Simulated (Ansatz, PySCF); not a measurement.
Complex: H2O (SMILES O) (first 3 atoms) with CHN (SMILES C#N); geometry from B3LYP-D3(BJ)/def2-TZVP, rigid monomers moved along the line of their centres of mass till H3···N5 is 2.43 Å.
(charge 0, multiplicity 1):
| atom | x (Å) | y (Å) | z (Å) |
|---|---|---|---|
| O | -0.1430 | 0.0652 | -0.6573 |
| H | 0.7913 | -0.0607 | -0.8478 |
| H | -0.2007 | 0.0722 | 0.3079 |
| C | -0.2898 | 0.0803 | 3.8714 |
| N | -0.1496 | 0.0626 | 2.7358 |
| H | -0.4215 | 0.0968 | 4.9303 |

Counterpoise-corrected where a basis set is named; no monomer relaxation.

Correlated levels freeze the cores. CBS: X⁻³ extrapolation of the correlation energy, Hartree–Fock from the larger set.

Programs: Ansatz (an electronic-structure program) with Gaussian orbitals; PySCF for the dispersion terms. Each number belongs to the level named beside it.

PBE/def2-TZVPPD gives -3.35 kcal/mol for the interaction energy.

Question: Where do these levels fall relative to PBE: PBE-D3(BJ)/def2-TZVPPD, r2SCAN/def2-TZVPPD, PBE0/def2-TZVPPD, wB97M-V/def2-TZVPPD, MP2/CBS(aug-cc-pVDZ, aug-cc-pVTZ), CCSD(T)/CBS(aug-cc-pVDZ, aug-cc-pVTZ).

Answer: PBE-D3(BJ)/def2-TZVPPD -0.34; r2SCAN/def2-TZVPPD 0.11; PBE0/def2-TZVPPD 0.06; wB97M-V/def2-TZVPPD -0.07; MP2/CBS(aug-cc-pVDZ, aug-cc-pVTZ) -0.23; CCSD(T)/CBS(aug-cc-pVDZ, aug-cc-pVTZ) -0.16 kcal/mol. 2 of 6 lie above PBE; the widest gap is to PBE-D3(BJ)/def2-TZVPPD.
